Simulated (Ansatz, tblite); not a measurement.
Isomers of K$_{3}$S$_{2}$ (doublet), found by a short tight-binding search and relaxed with r2SCAN-D4/def2-SVP in Ansatz.

The xTB rows come from tblite. LC-ωPBE has ω = 0.4 bohr⁻¹. Correlated methods freeze 25 core orbitals; core or outer-core shells of K are correlated, in sets that lack core-valence functions. In CCSD on the charge 0 doublet the largest single amplitude is 0.25, so its Hartree–Fock determinant may place the open shell otherwise than the density functionals do.

Run but left out: HF/STO-3G (B: ⟨S²⟩ 1.17, where a pure state has 0.75).

C: At LDA (SPW92)/def2-TZVP the gap within one spin of the charge 0 doublet nearly closes, so an electron or hole may be smeared out by delocalisation error.

Other spin states weren't relaxed.

A:

Cartesian coordinates in Å:
```
K 1.3095 2.1415 1.5631
K -2.5838 -0.3988 -0.5306
K 1.0676 -2.0824 -1.2809
S 0.0067 -0.4443 1.0469
S 0.2000 0.7840 -0.7985
```

B:

```xyz
5

K     1.323    1.576   -1.222
K    -1.778   -1.173   -1.091
K     0.455   -0.404    2.314
S     1.107   -1.268   -0.440
S    -1.106    1.269    0.439
```

C:

```xyz
5

K     0.676    1.956    0.535
K     1.177   -1.578   -0.875
K    -3.893   -0.785    0.680
S    -1.222   -0.244    0.153
S     3.261    0.650   -0.493
```

**Question.** Estimate which lies lowest at each level, and how far above it the others are (kJ/mol).

**Answer.** 
```json
{"level": "GFN1-xTB", "A": "17.0", "B": "0.0", "C": "111.7"}
{"level": "GFN2-xTB", "A": "0.0", "B": "95.8", "C": "120.6"}
{"level": "HF/def2-TZVP", "A": "21.4", "B": "30.5", "C": "0.0"}
{"level": "LDA (SPW92)/def2-TZVP", "A": "4.9", "B": "0.0", "C": "84.5"}
{"level": "PBE-D4/def2-SVP", "A": "19.4", "B": "0.0", "C": "71.9"}
{"level": "PBE-D4/def2-TZVP", "A": "12.9", "B": "0.0", "C": "66.7"}
{"level": "revPBE-D4/def2-TZVP", "A": "11.1", "B": "0.0", "C": "61.9"}
{"level": "r2SCAN-D4/def2-TZVP", "A": "29.6", "B": "0.0", "C": "59.0"}
{"level": "PBE0-D4/def2-SVP", "A": "14.1", "B": "0.0", "C": "54.1"}
{"level": "PBE0-D4/def2-TZVP", "A": "8.3", "B": "0.0", "C": "48.2"}
{"level": "LC-ωPBE/def2-TZVP", "A": "6.3", "B": "0.0", "C": "14.2"}
{"level": "RPA@PBE/def2-TZVP", "A": "7.5", "B": "0.0", "C": "45.9"}
{"level": "MP2/def2-TZVP", "A": "0.0", "B": "25.6", "C": "37.7"}
{"level": "CCSD/def2-TZVP", "A": "0.0", "B": "3.6", "C": "17.6"}
{"level": "CCSD(T)/def2-TZVP", "A": "0.0", "B": "0.0", "C": "27.8"}
```
Point groups (tolerance 0.1 Å): A C2v, B D3h, C not assigned. Lower isomers may exist.
